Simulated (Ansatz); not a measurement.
Cost and result for the atomization energy of BClHNZn (5 atoms, 3 bonds).

```tsv
atom	x (Å)	y (Å)	z (Å)
Cl1	-1.3368	0.3639	1.7063
B2	-0.7988	0.0334	0.1376
N3	-0.4132	-0.2082	-1.0097
Zn4	2.6444	0.2124	1.0938
H5	-0.0956	-0.4016	-1.9280
```

Charge 0, multiplicity 1. For Zn the d shell is correlated and the shells below it are frozen. Scalar relativity is left out up to krypton. The bonds changed during the relaxation, so this is another structure than the one it started from. The structure was optimised at the PBE0-D4/def2-TZVP level. Program: Ansatz. All runs use 2 threads of an Arm Neoverse V1 on a shared host. Times are those of one run each, without the atoms' runs, and a repeat can differ threefold. Electronic energies, without spin–orbit coupling; frozen cores. CCSD(T)/CBS adds CCSD(T) − MP2 in def2-TZVPP to the MP2 limit, and its time is that of the two runs behind it. T1 = 0.015. With those shells the extrapolation isn't a true limit. B3LYP takes the VWN-RPA correlation (the form of Gaussian; ORCA's B3LYP/G).

CCSD(T)/CBS is a level of theory with its own doubt, some kJ/mol a heavy atom from the limit and from the frozen cores, so smaller differences don't rank the functionals.

| level | functions | wall time | atomization (kJ/mol) | difference from CCSD(T)/CBS | per bond |
| --- | --- | --- | --- | --- | --- |
| LDA (SPW92)/def2-TZVPP | 182 | 1.2 s | 1781.7 | 281.7 | 93.9 |
| revPBE-D4/def2-TZVPP | 182 | 2 s | 1535.4 | 35.4 | 11.8 |
| PBE-D4/def2-TZVPP (with forces) | 182 | 2.5 s | 1587.3 | 87.3 | 29.1 |
| CCSD(T)/def2-SVP | 82 | 2.5 s | 1413.8 | -86.2 | -28.7 |
| CAM-B3LYP-D4/def2-TZVPP | 182 | 3.7 s | 1525.6 | 25.6 | 8.5 |
| B3LYP-D4/def2-TZVPP (with forces) | 182 | 4.9 s | 1526.8 | 26.8 | 8.9 |
| r2SCANh-D4/def2-TZVPP | 182 | 6 s | 1504.5 | 4.5 | 1.5 |
| B97M-V/def2-TZVPP | 182 | 8.5 s | 1530.0 | 30.0 | 10.0 |
| ωB97X-V/def2-TZVPP | 182 | 8.5 s | 1512.5 | 12.5 | 4.2 |
| ωB97M-V/def2-TZVPP (with forces) | 182 | 13 s | 1528.9 | 28.9 | 9.6 |
| MP2/def2-QZVPP | 314 | 14 s | 1549.7 | 49.7 | 16.6 |
| CCSD(T)/def2-TZVPP | 182 | 58 s | 1446.6 | -53.4 | -17.8 |
| CCSD(T)/CBS(def2) | – | 72 s | 1500.0 | 0.0 | 0.0 |

The D4 term adds +20.7 kJ/mol with B3LYP and +11.1 kJ/mol with PBE0; it sums over pairs of atoms, weighted by their polarisabilities, and B3LYP, whose exchange is more repulsive, gets the larger term. From r2SCAN to r2SCAN0 (25 % exact exchange), in def2-TZVPP and without D4, the atomization energy moves by −44.1 kJ/mol: exact exchange takes away binding that semilocal exchange gives to molecules. In def2-TZVPP, CCSD(T) changes the Hartree–Fock value by +428.1 kJ/mol (the triples alone add +39.3 kJ/mol) and MP2 by +499.6 kJ/mol; breaking electron pairs costs correlation energy, which Hartree–Fock lacks.
